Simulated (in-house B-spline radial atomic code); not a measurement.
Sr⁺. Computed with a B-spline radial atomic code. Model: all-electron spherical atom, spin shells full or empty, radial basis limit, no spin-orbit coupling, Breit or QED, empty-state partial waves extrapolated as (l+1/2)^-4, RPA, G0W0 and static COHSEX of the highest shell as one setting changes (uncorrelated shells keep exact exchange).

Empty levels are discrete states of a finite basis, so the steps are uneven.

Given: element Sr; charge 1; filled core Kr; hamiltonian one-electron scalar X2C; mean-field start PBE0; highest l of empty states 9; nuclear rms radius 4.224 fm; lowest nl shells left uncorrelated 7; highest mean-field shell 5s up; box radius 23.78 bohr.

Shell: 5s 1 0 (electrons up and down).

```tsv
highest empty level kept (hartree)	RPA correlation energy (hartree)	G0W0 level (eV)	G0W0 minus most complete (meV)	COHSEX level (eV)	linearised minus solved G0W0 (meV)
1.33	-0.17819	-11.284	126	-12.182	11.7
2.67	-0.22039	-11.344	66.3	-12.32	12.2
4.67	-0.24581	-11.376	34.3	-12.405	12.4
8	-0.26484	-11.393	16.8	-12.453	12.5
13.33	-0.27416	-11.401	9.3	-12.474	12.5
24	-0.28283	-11.407	2.8	-12.496	12.6
40	-0.28502	-11.409	1.3	-12.5	12.6
80	-0.28591	-11.41	0.3	-12.503	12.6
160	-0.28608	-11.41	0.1	-12.504	12.6
333.33	?	?	?	?	?
800	?	?	?	?	?
2666.7	-0.28616	-11.41	0	-12.504	12.6
```

(1) What follows for highest empty level kept = 800?

(2) What follows for highest empty level kept = 333.33?

Results:

(1) RPA correlation energy -0.28615 hartree; G0W0 level -11.41 eV; G0W0 minus most complete 0 meV; COHSEX level -12.504 eV; linearised minus solved G0W0 12.6 meV.

(2) RPA correlation energy -0.28613 hartree; G0W0 level -11.41 eV; G0W0 minus most complete 0 meV; COHSEX level -12.504 eV; linearised minus solved G0W0 12.6 meV.
